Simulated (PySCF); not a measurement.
PySCF job for TaOF2, SMILES [O]=[Ta+]([F])[F], charge +1, multiplicity 1, IEF-PCM-B3LYP/def2-SVP. Geometry: r2SCAN-D4/def2-TZVP. The multiplicity is an assumed one; other spin states were not compared. The isomer is the one that the SMILES or the coordinates give; other isomers of the formula were not compared. The def2 effective core potentials stand for the cores of Ta; spin–orbit coupling is left out.

```python
import numpy as np
from pyscf import gto, scf, dft
from pyscf.solvent import pcm

mol = gto.M(
    atom='''
    Ta   -0.18395503   -0.03592168    0.00000000
    O     0.61457842   -1.51961146    0.00000004
    F     0.47289387    0.82106528    1.46591252
    F     0.47289387    0.82106523   -1.46591255
    ''',
    basis='def2-SVP',
    ecp={'Ta': 'def2-svp'},
    charge=1,
    spin=0,
    max_memory=1600,
    verbose=3,
)
mf = dft.RKS(mol, xc='b3lyp').density_fit(auxbasis='def2-universal-jkfit')
mf.grids.level = 3
mf.conv_tol = 1e-9
mf.max_cycle = 100
mf.kernel()
res = {}
for name, eps in {'water': 78.355, 'ethanol': 24.852, 'chlorobenzene': 5.6968}.items():
    s = mf.PCM()
    s.with_solvent.method, s.with_solvent.eps, s.with_solvent.lebedev_order = 'IEF-PCM', eps, 29
    s.kernel(mf.make_rdm1())
    res[name] = (s.e_tot, eps, s.dip_moment(), s.mo_energy, s.converged)
    print(f'{name}: electrostatic solvation free energy {(s.e_tot - mf.e_tot) * 627.509474:.3f} kcal/mol')
```

Log of the run:

```
converged SCF energy = -331.565319951198

WARN: PCM is an experimental feature. It is still in testing.
Features and APIs may be changed in the future.

converged SCF energy = -331.703605627735

WARN: System has nonzero charge 1; the dipole moment is origin-dependent.
Location of origin: [0. 0. 0.]

Dipole moment(X, Y, Z, Debye): -6.23765,  0.62690, -0.00000
water: electrostatic solvation free energy -86.776 kcal/mol

WARN: PCM is an experimental feature. It is still in testing.
Features and APIs may be changed in the future.

converged SCF energy = -331.699091813044

WARN: System has nonzero charge 1; the dipole moment is origin-dependent.
Location of origin: [0. 0. 0.]

Dipole moment(X, Y, Z, Debye): -6.19225,  0.60869, -0.00000
ethanol: electrostatic solvation free energy -83.943 kcal/mol

WARN: PCM is an experimental feature. It is still in testing.
Features and APIs may be changed in the future.

converged SCF energy = -331.677663863087

WARN: System has nonzero charge 1; the dipole moment is origin-dependent.
Location of origin: [0. 0. 0.]

Dipole moment(X, Y, Z, Debye): -5.99075,  0.52996, -0.00000
chlorobenzene: electrostatic solvation free energy -70.497 kcal/mol
```

The run converged.

Cost: about 20 core-seconds (a rough figure).
